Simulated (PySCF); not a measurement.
## Spinor energies of Zr⁺ (zirconium, charge +1)

Start: [Kr] 4d2 5s1; 4d3/2 filled at m_j = +1/2, +3/2; 5s1/2 filled at m_j = -1/2. Calculated with PySCF 2.14 in x2c-TZVPall-2c with one added diffuse shell each of s, p, d type (9s10p8d1f, 86 functions): generalised Hartree-Fock with the X2C-1e Hamiltonian and a Gaussian nucleus; one run each with spin-orbit coupling (SO) switched off, then screened by Boettger's factors.

| spinor shell | electrons | ε, spin-free (eV) | ε, screened SO (eV) | weight of nominal j (screened SO) | rms radius, screened SO (bohr) |
| --- | --- | --- | --- | --- | --- |
| 1s1/2 | 2 | -18104.6 | -18103.7 | 1.000 | 0.0426 |
| 2s1/2 | 2 | -2586.2 | -2585.9 | 1.000 | 0.176 |
| 2p1/2 | 2 | -2300.8 | -2360.0 | 1.000 | 0.154 |
| 2p3/2 | 4 | -2300.8 | -2272.8 | 1.000 | 0.158 |
| 3s1/2 | 2 | -460.61 | -460.51 | 1.000 | 0.488 |
| 3p1/2 | 2 | -364.91 | -374.74 | 1.000 | 0.489 |
| 3p3/2 | 4 | -364.91 | -360.19 | 1.000 | 0.499 |
| 3d3/2 | 4 | -207.73 | -209.37 | 0.992 | 0.493 |
| 3d5/2 | 6 | -207.73 | -206.51 | 0.995 | 0.497 |
| 4s1/2 | 2 | -74.703 | -74.657 | 1.000 | 1.30 |
| 4p1/2 | 2 | -47.248 | -50.084 | 0.757 | 1.47 |
| 4p3/2 | 4 | -47.248 | -45.811 | 0.879 | 1.47 |
| 4d3/2 | 2 | -15.336 | -15.363 | 0.751 | 2.29 |
| 5s1/2 | 1 | -12.447 | -12.435 | 0.999 | 3.74 |

| quantity | spin-free | screened SO |
| --- | --- | --- |
| E (hartree) | -3595.81377 | -3596.16309 |
| M_J | 3/2 | 3/2 |
| ⟨J²⟩ | 6.758 | 6.409 |
| ⟨L²⟩ | 12.006 | 11.985 |
| ⟨S²⟩ | 3.752 | 3.742 |

The determinant has a definite M_J but mixes levels of different J.

Each row is a mean over spinors that exchange with the open shell spreads, by up to 2.575 eV (4p1/2).

Rows whose weight is well below 1 are mixtures of j = l ± 1/2: exchange outweighs spin-orbit coupling there, and the label is only the starting occupation.

Breit and QED terms are absent; they matter most for the inner s and p1/2 levels.

Densities and radii are taken from the X2C orbitals without a picture-change correction, which distorts them close to the nucleus.

Without spin-orbit coupling the j labels of p, d and f shells carry no meaning; the spin-free column gives the mean over the occupied spinors of each nl shell, and its ⟨J²⟩ belongs to a mixture of degenerate components.
